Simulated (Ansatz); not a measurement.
Input and output for `C[S][Ga]([S]C)[S]C`.

```yaml
crystal:
  periodic: [false, false, false]
  atoms:
    - {symbol: C, position_ang: [1.816153, -0.219448, 2.497251]}
    - {symbol: S, position_ang: [1.978171, -0.601336, 0.724812]}
    - {symbol: Ga, position_ang: [0.000070, 0.001940, 0.000296]}
    - {symbol: S, position_ang: [-0.495023, -0.199625, -2.124847]}
    - {symbol: C, position_ang: [1.058456, -0.897382, -2.767655]}
    - {symbol: S, position_ang: [-1.481608, 0.806185, 1.400128]}
    - {symbol: C, position_ang: [-2.874739, 1.116034, 0.270297]}
    - {symbol: H, position_ang: [1.019712, -0.803510, 2.955722]}
    - {symbol: H, position_ang: [2.764714, -0.489412, 2.960715]}
    - {symbol: H, position_ang: [1.634003, 0.842092, 2.657260]}
    - {symbol: H, position_ang: [1.278503, -1.859903, -2.308478]}
    - {symbol: H, position_ang: [1.892353, -0.214880, -2.610997]}
    - {symbol: H, position_ang: [0.914715, -1.040810, -3.838285]}
    - {symbol: H, position_ang: [-3.681589, 1.525389, 0.877627]}
    - {symbol: H, position_ang: [-2.607149, 1.840838, -0.496985]}
    - {symbol: H, position_ang: [-3.216731, 0.193827, -0.196852]}
basis:
  gaussian: {orbitals: def2-TZVPD, point_charges: [{charge: -1.00, position_ang: [5.727, 0.412, -0.178]}]}
magnetization: {spin_polarized: true, initial_magnetization: 2}
hamiltonian: {xc: {name: HF}}
correlation: {active_space: {window: {electrons: 3, orbitals: 2}}}
output: {forces: true}
```

```sh
$ ansatz run in.yaml --threads 2 --pin off --events-out ev --progress --plain --max-ram 32768MiB --backend cuda --devices 0, --max-vram 18GiB
```

Output, abridged:

```
Error: invalid value for `correlation.active_space`: it starts from restricted Hartree–Fock orbitals; set hamiltonian.xc: hf without magnetization.spin_polarized
```
